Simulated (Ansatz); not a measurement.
Molecule: AgI (charge 0, singlet). 
Geometry from a B3LYP-D3(BJ)/def2-TZVP (Ansatz, a first-principles code) optimisation:
SMILES: [Ag][I]
```xyz
2

Ag     0.0000     0.0000    -1.3742
I      0.0000     0.0000     1.2186
```
Charge 0, spin multiplicity 1.

Basis-set convergence of Hartree-Fock and MP2 correlation energies (hartree) with Ansatz. Valence correlation only, unless marked. No spin-orbit coupling. The frozen core is the preceding noble-gas configuration, with the filled d and f shells of earlier blocks. In def2 rows, elements after Kr have scalar-relativistic effective core potentials.

```csv
basis,functions,E(HF),"E(corr, MP2)"
def2-SVP,57,-442.79814,-0.33356
def2-TZVPP,106,-442.84046,-0.52721
def2-QZVPP,170,-442.84348,-0.58405
```

Extrapolating the two largest sets (X = 3 and 4) as X^-3: E(corr) = (64·(-0.58405) - 27·(-0.52721))/37 = -0.6255 Eh, an estimate of the basis-set limit. The largest set recovers 93.4 % of it, the smallest 53.3 %.
